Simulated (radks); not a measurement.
Values are calculated unless marked as measured or tabulated.
Ionisation of neutral platinum, [Xe] 4f14 5d9 6s1, to [Xe] 4f14 5d9 as the strength of local exchange is varied. Code: a radial shooting solver on a logarithmic mesh with Libxc functionals. Model: scalar-relativistic Kohn-Sham, Slater X-alpha exchange (alpha = 2/3 is LDA exchange), no correlation, spin-polarised, spherical densities, finite nucleus; open shells are filled with parallel spins first (spin-orbit coupling, left out, can overturn this in heavy ions); Fermi nuclear charge, rms radius 5.427 fm.

alpha  E(Pt) (hartree)  exchange (hartree)  IE (eV)  -e of the level emptied (eV)  <r> of it (bohr)
0.667      -18391.4716           -335.8508    8.883                    5.491 (6s)             2.938
0.673      -18394.5096           -338.9324    8.928                    5.534 (6s)             2.934
0.679      -18397.5481           -342.0150    8.973                    5.576 (6s)             2.929
0.867      -18493.0292           -439.1481   10.433                    6.984 (6s)             2.795
0.958      -18539.4370           -486.5420   11.177                    7.715 (6s)             2.735

NIST Atomic Spectra Database: 8.959 eV (measured). The Delta-SCF value meets it near alpha = 0.68. Open shells are spherical and high-spin; term and fine-structure splittings are not resolved. Spin-orbit splitting is averaged out at the scalar-relativistic level.
